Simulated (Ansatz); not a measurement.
Cl2H6N2OSi2, SMILES `N[SiH](O)[Si](N)(Cl)Cl`, relaxed with RKS PBE0-D4/def2-TZVP in the Gaussian-basis code of Ansatz from a GFN2-xTB geometry. The force threshold is 0.005 eV/Å; the program also tests the step.

Total charge 0; spin multiplicity 1.

Start:

```xyz
13

N     1.422    0.044    1.739
Si    0.585   -0.770    0.473
O    -0.248   -2.012    1.103
Si   -0.742    0.810   -0.554
N    -0.984    0.624   -2.252
Cl    0.056    2.683   -0.432
Cl   -2.647    0.873    0.173
H     1.988   -0.488    2.380
H     1.845    0.940    1.564
H     1.396   -1.529   -0.487
H    -0.897   -1.886    1.789
H    -1.530   -0.145   -2.602
H    -0.245    0.855   -2.894
```

| step | energy (eV) | largest force (eV/Å) | largest move (Å) |
| --- | --- | --- | --- |
| 1 | -45914.8867 | 1.330 | 0.000 |
| 2 | -45914.9857 | 0.442 | 0.169 |
| 3 | -45915.0266 | 0.323 | 0.110 |
| 4 | -45915.0390 | 0.223 | 0.048 |
| 5 | -45915.0543 | 0.382 | 0.118 |
| 6 (rejected) | -45915.0344 | 0.455 | 0.200 |
| 7 | -45915.0570 | 0.485 | 0.095 |
| 8 | -45915.0683 | 0.161 | 0.100 |
| 9 (rejected) | -45915.0607 | 0.679 | 0.113 |
| 10 | -45915.0694 | 0.077 | 0.045 |
| 11 | -45915.0701 | 0.065 | 0.041 |
| 16 | -45915.0725 | 0.023 | 0.041 |
| 21 | -45915.0971 | 0.221 | 0.200 |
| 26 | -45915.1167 | 0.045 | 0.023 |
| 31 | -45915.1185 | 0.016 | 0.015 |
| 36 (rejected) | -45915.1195 | 0.076 | 0.034 |
| 41 | -45915.1206 | 0.026 | 0.013 |
| 46 | -45915.1209 | 0.021 | 0.005 |
| 51 | -45915.1211 | 0.035 | 0.003 |
| 56 | -45915.1218 | 0.078 | 0.019 |
| 61 | -45915.1263 | 0.213 | 0.108 |
| 66 | -45915.1381 | 0.126 | 0.048 |
| 71 | -45915.1470 | 0.021 | 0.061 |
| 76 | -45915.1475 | 0.007 | 0.008 |
| 79 | -45915.1475 | 0.003 | 0.003 |

End:

```xyz
13

N     1.801   -0.063    0.711
Si    0.369   -1.002    0.633
O    -0.362   -1.437    2.044
Si   -1.062    0.381   -0.586
N    -0.411    0.818   -2.087
Cl   -1.359    2.001    0.708
Cl   -2.941   -0.364   -0.941
H     2.685   -0.488    0.946
H     1.765    0.894    1.025
H     0.723   -2.281   -0.020
H    -0.832   -0.754    2.526
H    -0.953    1.285   -2.796
H     0.576    1.008   -2.162
```

Run time 3.5 min (2 threads of an AMD EPYC 7R13 on a shared host and a share of an NVIDIA H100 80 GB); peak host memory 0.92 GiB.
